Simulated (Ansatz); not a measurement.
`C[SiH](N)Cl` + CH₃OH → `CO[SiH](C)Cl` + NH₃ at 700 K and 1 bar (ligand exchange at the Si–N bond).

Computed with Ansatz on PBE0-D4/def2-TZVP structures; ΔE is electronic, products minus reactants. CCSD(T)/CBS is the MP2 limit (def2-TZVPP, def2-QZVPP) plus CCSD(T) − MP2 in def2-TZVPP, frozen cores. This one scheme is used for every species. One conformer a species, not always the lowest.

```
       species  CCSD(T)/CBS energy (Eh)  H − E (kJ/mol)  S (J/(mol·K))
 `C[SiH](N)Cl`               -845.32705           266.9          442.1
         CH₃OH               -115.61712           170.8          288.5
`CO[SiH](C)Cl`               -904.45266           321.3          492.9
           NH₃                -56.50880           116.9          226.5
```

H − E and S are ideal-gas, rigid-rotor, harmonic terms from PBE0-D4/def2-TZVP, for one conformer and one mirror image of each species. 1 Eh = 2625.50 kJ/mol, R = 8.31446 J/(mol·K).

Question: By hand: ΔE, ΔH, ΔS and ΔG.

Answer: ΔE = (-904.45266) + (-56.50880) − (-845.32705) − (-115.61712) = -0.01729 Eh = -45.4 kJ/mol. Δ(H − E) = 321.3 + 116.9 − 266.9 − 170.8 = 0.5, so ΔH = -44.9 kJ/mol. ΔS = 492.9 + 226.5 − 442.1 − 288.5 = -11.2 J/(mol·K). ΔG = -44.9 − 700 × (-11.2)/1000 = -37.1 kJ/mol.

Question: By hand: the equilibrium constant, and the temperature at which ΔG would vanish if ΔH and ΔS stayed fixed.

Answer: log₁₀ K = −ΔG/(RT ln 10) = 2.8. ΔG = 0 at ΔH/ΔS = 4009 K, far beyond where these terms or the molecules hold.

The number of gas molecules stays the same, so ΔS is small and ΔH decides. A doubt of 5 kJ/mol in ΔE shifts log₁₀ K by 0.4 here. Other conformers and mirror images would add mixing entropy, several J/(mol·K) or more a flexible species. These are equilibria of isolated gas molecules and say nothing of rates. Largest T1 diagnostic: 0.010 (customary marks: 0.02 for closed shells, 0.045 for open ones).
